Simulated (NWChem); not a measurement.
PbHOF, singlet; SMILES [Pb]([F])[OH]

```xyz
4

Pb     0.2636     0.0397     0.0000
F     -0.9321    -1.6443     0.0000
O     -1.3771     1.3380     0.0000
H     -2.2053     0.8378     0.0000
```
Atoms are numbered in this order, from 1.

Computed with NWChem. Low-valent species are run as closed-shell singlets; no triplet was tried in these runs. Geometry: optimised at PBE0/def2-SVP. def2 effective core potentials on Pb; no spin-orbit coupling. Level MN15/def2-SVP: energy and gradient on several grids; changes count from the extra-fine grid, which is no exact limit either.

```json
[
 {"grid": "xcoarse", "size of the energy change (μHa)": "30000", "largest change of a gradient component (μHa/bohr)": "7000"},
 {"grid": "coarse", "size of the energy change (μHa)": "70", "largest change of a gradient component (μHa/bohr)": "500"},
 {"grid": "medium", "size of the energy change (μHa)": "< 10", "largest change of a gradient component (μHa/bohr)": "90"},
 {"grid": "fine", "size of the energy change (μHa)": "< 10", "largest change of a gradient component (μHa/bohr)": "< 30"},
 {"grid": "xfine", "size of the energy change (μHa)": "< 10", "largest change of a gradient component (μHa/bohr)": "< 30"}
]
```
